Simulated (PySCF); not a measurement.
```xyz
6
charge 0 multiplicity 1, angstrom
W     0.0000    0.0000   -0.0621
O     0.0000    0.0000   -1.7591
F     0.0000    0.0000    1.8554
F     1.8193    0.0000    0.0810
F    -0.9097    1.5756    0.0810
F    -0.9097   -1.5756    0.0810
```

Method: PBE0/[W def2-TZVP with ECP60, O def2-TZVP, F def2-TZVP], scalar-relativistic core potentials, density fitting, no spin–orbit coupling, PySCF.

This geometry of WOF₄ is a stationary point at this level.

(1) What is the point group?

(2) Is it a minimum?

(3) What are the dipole moment and the gap between the highest occupied and lowest empty levels?

(4) Give the atomic charges and bond orders.

(5) What is the atomisation energy, with and without zero-point energy?

Answers

(1) C3v.

(2) Yes: all harmonic wavenumbers are real.

(3) 0.62 D and 7.64 eV.

(4) 
```json
{"atom": "W1", "Mulliken": "1.70", "Löwdin": "0.98", "polar tensor": "3.38", "Mayer order to W1": "–"}
{"atom": "O2", "Mulliken": "-0.39", "Löwdin": "-0.23", "polar tensor": "-0.80", "Mayer order to W1": "2.19"}
{"atom": "F3", "Mulliken": "-0.42", "Löwdin": "-0.29", "polar tensor": "-0.81", "Mayer order to W1": "0.88"}
{"atom": "F4,5,6", "Mulliken": "-0.30", "Löwdin": "-0.15", "polar tensor": "-0.59", "Mayer order to W1": "1.06"}
```

(5) 2725 kJ/mol without, 2692 kJ/mol with.

Only a few start shapes were tried, so a lower isomer may exist. At this level a singlet minimum of C4v symmetry lies 89 kJ/mol below this structure. With an element this heavy the missing spin–orbit coupling can shift these numbers.
